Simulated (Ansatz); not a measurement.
Cost and result for the atomization energy of `[SiH3][O][InH][SeH]` (9 atoms, 8 bonds).

Z-matrix (Å, degrees):
```
Si
O 1 1.623
H 1 1.489 2 110.7
H 1 1.489 2 110.7 3 -120.6
H 1 1.498 2 111.7 3 119.7
In 2 1.984 1 138.4 3 -120.0
Se 6 2.487 2 112.5 1 0.1
H 6 1.698 2 116.4 1 -179.9
H 7 1.471 6 90.3 2 0.0
```

Charge 0, multiplicity 1. Correlated methods include outer-core shells of In, Se, which these sets cover unevenly. Scalar relativity is left out up to krypton. In takes the def2 core potential. Geometry: relaxed with PBE0-D4/def2-TZVP. It is one conformer, not always the lowest. Program: Ansatz. All runs use 4 threads of an Intel Xeon Platinum 8488C on a shared host. Times are those of one run each, without the atoms' runs, and a repeat can differ threefold. Electronic energies, without spin–orbit coupling; frozen cores. CCSD(T)/CBS adds CCSD(T) − MP2 in def2-TZVPP to the MP2 limit, and its time is that of the two runs behind it. T1 = 0.014. With those shells the extrapolation isn't a true limit. HSE06 is the plane-wave form, built on full-range PBE exchange.

CCSD(T)/CBS is a level of theory with its own doubt, some kJ/mol a heavy atom from the limit and from the frozen cores, so smaller differences don't rank the functionals.

| level | functions | wall time | atomization (kJ/mol) | difference from CCSD(T)/CBS | per bond |
| --- | --- | --- | --- | --- | --- |
| LDA (SPW92)/def2-TZVPP | 241 | 1.4 s | 2918.1 | 309.9 | 38.7 |
| BLYP-D4/def2-TZVPP | 241 | 2 s | 2535.1 | -73.1 | -9.1 |
| PBE-D4/def2-TZVPP (with forces) | 241 | 2.7 s | 2556.8 | -51.4 | -6.4 |
| HSE06-D4/def2-TZVPP | 241 | 3.1 s | 2526.3 | -81.9 | -10.2 |
| CAM-B3LYP-D4/def2-TZVPP | 241 | 3.6 s | 2573.9 | -34.3 | -4.3 |
| r2SCAN-D4/def2-TZVPP (with forces) | 241 | 3.8 s | 2580.0 | -28.2 | -3.5 |
| B97M-V/def2-TZVPP | 241 | 6 s | 2587.3 | -20.9 | -2.6 |
| CCSD(T)/def2-SVP | 115 | 7 s | 2376.3 | -231.9 | -29.0 |
| ωB97X-V/def2-TZVPP | 241 | 7.5 s | 2600.4 | -7.8 | -1.0 |
| ωB97M-V/def2-TZVPP (with forces) | 241 | 9 s | 2573.3 | -34.9 | -4.4 |
| MP2/def2-QZVPP | 448 | 22 s | 2584.0 | -24.2 | -3.0 |
| CCSD(T)/def2-TZVPP | 241 | 2.3 min | 2522.3 | -85.9 | -10.7 |
| CCSD(T)/CBS(def2) | – | 2.6 min | 2608.2 | 0.0 | 0.0 |

At CCSD(T), def2-SVP lies −231.9 kJ/mol from the extrapolated value and def2-TZVPP −85.9 kJ/mol: correlation converges slowly with the basis, and small sets miss more of it in the bonded molecule than in its fragments. From r2SCAN to r2SCAN0 (25 % exact exchange), in def2-TZVPP and without D4, the atomization energy moves by −44.8 kJ/mol: exact exchange takes away binding that semilocal exchange gives to molecules. Leaving LDA and LC-ωPBE aside and taking each functional with its dispersion term where it has one, the values, not all of them listed here, spread over 108.9 kJ/mol, from revPBE-D4 to ωB97X-V. LDA lies +383.1 kJ/mol from PBE without D4, its usual overbinding.

Spin–orbit coupling would lower the free In atoms strongly, and the atomization energy with them, by more than many differences here. For some Ge, Se and Sn compounds the MP2-based and the directly extrapolated limit differ by 10 to 25 kJ/mol.
